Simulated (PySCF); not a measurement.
TeBr4, SMILES Br[Te](Br)(Br)Br. Geometry: PBE-D3(BJ)/def2-SVP. The def2 effective core potentials stand for the cores of Te; spin–orbit coupling is left out.

Problem. Give the equilibrium geometry at PBE-D3(BJ)/def2-SVP (PySCF confirms it by a frequency run) as a Z-matrix, and its point group. (An estimate is asked for; the answer gives what the named calculation found.)

Solution. point group C2v.
```
Te
Br 1 2.5500
Br 1 2.5500 2 100.37
Br 1 2.6581 2 94.64 3 95.58
Br 1 2.6581 2 94.64 4 168.83
```
Charge 0, spin multiplicity 1.
